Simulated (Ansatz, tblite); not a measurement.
Forces on cis-[FeF2(H2O)4]+ (FeO₄F₂H₈⁺) at its PBE-D4/def2-SVP geometry. Total charge 1; sextet.

The xTB rows come from tblite.

GFN2-xTB (tblite), largest force 2.19 eV/Å:

```xyz
15
positions Å, forces eV/Å
Fe   -0.200   -0.341    0.080   -0.400   -0.690    0.213
F    -0.815   -0.852    1.704   -0.584   -0.497    1.390
O     0.531    0.948   -1.497    0.028    1.380   -1.668
H     0.180    1.857   -1.584    0.310   -0.465   -0.088
H     0.339    0.493   -2.344    0.214    0.326    0.489
F    -0.572   -1.461   -1.305   -0.347   -1.016   -1.157
O     0.766    1.225    1.190    1.412    1.173    1.192
H     1.701    1.471    1.040   -0.496    0.007    0.215
H     0.655    1.078    2.151    0.077    0.182   -0.563
O     1.597   -1.504    0.319    1.202   -1.669    0.306
H     1.581   -2.183   -0.389    0.150    0.351    0.348
H     1.580   -2.009    1.159    0.144    0.200   -0.409
O    -2.106    0.624   -0.226   -2.069    0.218   -0.141
H    -2.635    0.551    0.597    0.225    0.147   -0.430
H    -2.602    0.105   -0.894    0.134    0.353    0.303
```

r2SCAN-D4/def2-TZVP (Ansatz), largest force 0.63 eV/Å:

```
Fe -0.097 -0.173 -0.006
F 0.141 0.099 -0.333
O -0.380 0.132 -0.391
H 0.219 -0.459 0.074
H 0.147 0.246 0.418
F 0.065 0.239 0.301
O 0.364 -0.080 0.358
H -0.495 -0.113 0.051
H 0.045 0.104 -0.490
O -0.240 -0.563 0.029
H 0.052 0.359 0.340
H 0.026 0.298 -0.400
O -0.394 -0.467 0.149
H 0.284 0.086 -0.401
H 0.263 0.293 0.301
```

PBE0-D4/def2-TZVP (Ansatz), largest force 0.83 eV/Å:

```
Fe -0.164 -0.280 0.018
F 0.193 0.136 -0.446
O -0.493 0.216 -0.544
H 0.282 -0.593 0.099
H 0.192 0.290 0.543
F 0.086 0.317 0.386
O 0.521 -0.071 0.494
H -0.641 -0.145 0.060
H 0.034 0.125 -0.629
O -0.284 -0.753 0.055
H 0.064 0.471 0.425
H 0.037 0.388 -0.514
O -0.541 -0.597 0.183
H 0.371 0.116 -0.512
H 0.344 0.381 0.383
```
